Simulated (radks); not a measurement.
Q: The table gives one normalised radial function P(r) = r R(r) of La2+ in [Xe] 5d1 (r in bohr). Method: scalar-relativistic Kohn-Sham, XLYP, spin-polarised, spherical densities, point nucleus; open shells are filled with parallel spins first (spin-orbit coupling, left out, can overturn this in heavy ions); computed with a radial shooting solver on a logarithmic mesh with Libxc functionals.

| r | P |
|---|---|
| 0.001368 | 0.0011 |
| 0.001825 | 0.0019 |
| 0.002454 | 0.0031 |
| 0.003273 | 0.0051 |
| 0.0044 | 0.0085 |
| 0.005869 | 0.0139 |
| 0.007891 | 0.0228 |
| 0.01052 | 0.0363 |
| 0.01415 | 0.0571 |
| 0.01887 | 0.0858 |
| 0.02537 | 0.1240 |
| 0.03384 | 0.1653 |
| 0.0455 | 0.1992 |
| 0.06068 | 0.2005 |
| 0.08159 | 0.1386 |
| 0.1088 | 0.0014 |
| 0.1463 | -0.1828 |
| 0.1951 | -0.2972 |
| 0.2623 | -0.2108 |
| 0.3499 | 0.0897 |
| 0.4704 | 0.4042 |
| 0.6275 | 0.3960 |
| 0.8436 | -0.0355 |
| 1.125 | -0.5805 |
| 1.513 | -0.8665 |
| 2.018 | -0.7471 |
| 2.713 | -0.4175 |
| 3.618 | -0.1537 |
| 4.864 | -0.0320 |
| 6.488 | -0.0035 |
| 8.723 | -0.0001 |

Which n and l does it have? It may be an empty orbital.

A: n = 5, l = 1: the number of nodes gives n - l - 1 = 3, the rise at small r (about r^(l+1), flatter next to the nucleus through relativity) gives l, and the extent must fit the shell. The curve is that of 5p up; the table hardly tells the two spins apart. 5p up: eigenvalue -34.939 eV, 3 radial nodes at r = 0.109, 0.325, 0.828 bohr, <r> = 1.79 bohr, 90 % of the charge inside 2.61 bohr.
